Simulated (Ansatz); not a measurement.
System: CH₅O₂Si, charge 0, multiplicity 2. It need not be the lowest isomer of its formula. SMILES: O[Si](C)O
Geometry from a B3LYP-D3(BJ)/def2-TZVP (Ansatz, a program for electronic structure) optimisation:
```
Si
O 1 1.6522
H 2 0.9615 1 117.29
O 1 1.6641 2 106.46 3 -45.49
H 4 0.9607 1 117.47 2 156.43
C 1 1.8762 2 105.10 3 -164.74
H 6 1.0906 1 111.13 2 179.36
H 6 1.0906 7 108.62 1 -121.87
H 6 1.0937 7 108.86 8 -118.31
```
Charge 0, spin multiplicity 2.

Atomisation energy built up term by term with Ansatz (kcal/mol; UHF references for open shells; valence terms freeze the core; atomic spin-orbit terms are left out). Basis-set limits of correlation are two-point, X^-3; Hartree-Fock from the larger set.

| term | basis | kcal/mol |
|---|---|---|
| Hartree-Fock | aug-cc-pV(Q+d)Z | (withheld) |
| CCSD correlation | CBS(aug-cc-pV(T+d)Z,aug-cc-pV(Q+d)Z) | (withheld) |
| (T) | CBS(aug-cc-pV(T+d)Z,aug-cc-pV(Q+d)Z) | 13.28 |
| core correlation | cc-pwCVTZ | 1.83 |
| scalar relativity (X2C) | cc-pVTZ-DK against cc-pVTZ | -1.43 |
| sum: De |  | (withheld) |

What belongs in the gaps?


- Hartree-Fock, kcal/mol: 589.86
- CCSD correlation, kcal/mol: 212.97
- sum: De, kcal/mol: 816.5
